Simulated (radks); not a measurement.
The numbers below are computed, except where a source is named.
Task: The mean radii <r> (bohr) of the occupied orbitals of an atom or ion are listed with their occupations. Code: a radial shooting solver on a logarithmic mesh with Libxc functionals. Model: scalar-relativistic Kohn-Sham, r2SCAN, spin-unpolarised, spherical densities, finite nucleus; meta-GGA in the generalised Kohn-Sham scheme; Fermi nuclear charge, rms radius of each element as measured or else 0.836 A^(1/3) + 0.57 fm.

| orbital | occ. | <r> |
|---|---|---|
| 1s | 2 | 0.06645 |
| 2s | 2 | 0.3074 |
| 2p | 6 | 0.2737 |
| 3s | 2 | 0.9562 |
| 3p | 6 | 1.030 |
| 3d | 4 | 1.548 |

Name the element and its charge.

Result: Z = 23, vanadium, charge +1: V+ in [Ar] 3d4. The 1s radius gives Z: for a bare nucleus <r> = (2 gamma + 1)/(2Z) with gamma = sqrt(1 - (Z/c)^2), 0.0646 bohr for Z = 23, and screening makes it slightly larger (0.06645 here). The occupations add up to 22, and the charge is Z minus that.
